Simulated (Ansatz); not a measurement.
This geometry of CH$_{7}$NSi$_{2}$Te (12 atoms, charge 0, multiplicity 1) is a first-order saddle point.

These are results of Ansatz 0.2.0, RKS B3LYP/def2-SVP, not measurements.

```xyz
12
Properties=species:S:1:pos:R:3
Si -1.991 0.670 0.986
Si 0.294 0.035 0.812
N 0.718 -1.014 -0.512
C 1.641 -0.368 -1.424
Te 1.863 1.615 -0.407
H -2.169 2.106 0.615
H -2.835 -0.161 0.072
H -2.492 0.483 2.385
H 0.759 -0.418 2.165
H 0.403 -1.954 -0.737
H 2.637 -0.840 -1.479
H 1.247 -0.209 -2.441
```

Task: Which two structures does it join? (They come from a converged band through this point; their orientation in space is the band's.)

Result: No bond is made or broken. The dihedral H7–Si1–Si2–Te5 goes from 47 to 166°. The two ends are copies of one structure, up to a mirror image or an exchange of like atoms.

First end point:

```xyz
12
Properties=species:S:1:pos:R:3
Si -1.874 1.032 0.836
Si 0.399 0.409 0.668
N 0.721 -1.134 -0.073
C 1.444 -0.978 -1.319
Te 1.664 1.252 -1.363
H -1.976 2.476 1.213
H -2.562 0.818 -0.470
H -2.579 0.228 1.884
H 1.062 0.640 1.994
H 0.441 -2.070 0.206
H 2.450 -1.430 -1.325
H 0.888 -1.296 -2.217
```

Last end point:

```xyz
12
Properties=species:S:1:pos:R:3
Si -2.010 0.515 0.989
Si 0.249 -0.162 0.829
N 0.721 -0.914 -0.669
C 1.693 -0.107 -1.379
Te 1.915 1.592 0.065
H -2.405 1.278 -0.231
H -2.916 -0.668 1.126
H -2.198 1.384 2.192
H 0.616 -0.913 2.075
H 0.395 -1.770 -1.108
H 2.678 -0.586 -1.511
H 1.341 0.295 -2.344
```

Task: How far does it lie above each of them?

Result: 4.6 kJ/mol above the first and 4.6 kJ/mol above the second. This is the barrier of this one path; another mechanism may lie lower.

Run time: 110 s on 2 threads of Arm Neoverse V2 (shared host), peak memory 0.34 GiB.
